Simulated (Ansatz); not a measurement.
The same path of BrH + H4Si (7 atoms, charge 0, multiplicity 1) was run twice with different band settings. Lost on the way: Si1–H2, Br6–H7. Made: Si1–Br6, H2–H7.

These are results of RKS B3LYP-D4/def2-SVP (Ansatz), not measurements.

Relaxed end points:

```xyz
7
Properties=species:S:1:pos:R:3
Si 0.382 0.000 -0.176
H 0.420 0.000 1.315
H 1.782 0.000 -0.691
H -0.322 1.220 -0.658
H -0.322 -1.220 -0.658
Br -3.149 0.000 1.445
H -2.204 0.000 2.517
```

```xyz
7
Properties=species:S:1:pos:R:3
Si -0.416 0.000 -0.743
H -0.023 0.000 3.463
H 0.675 0.000 0.266
H -0.340 1.220 -1.589
H -0.340 -1.220 -1.589
Br -2.384 0.000 0.336
H -0.584 0.000 2.950
```

Common settings: movable images 5; climbing image yes; optimiser quadratic models (default); start path through a guess of the saddle point; force threshold 0.05 eV/Å; iteration limit 60; end points relaxed.

| run | spring |
| --- | --- |
| 1 | 5.0 eV/Å² |
| 2 | 2.0 to 10.0 eV/Å², energy-weighted |

Q: What does each run give, and how far can it be trusted?

A: Run 1: converged after 10 iterations, highest image 1.710 eV above the first end. Neighbouring images differ by up to 1.3 eV, so the band resolves the path poorly. A vibrational analysis at the climbing image gives 2 clearly imaginary modes (913i, 121i cm⁻¹): a point of higher order, so a lower path passes nearby.
Run 2: converged after 8 iterations, highest image 1.710 eV above the first end. Another band between the same ends (5 images) ends at a top of the same energy, where a vibrational analysis finds 2 clearly imaginary modes.
The orbitals stay closed-shell, which can raise the energy where a bond breaks towards radicals; this wasn't checked here.
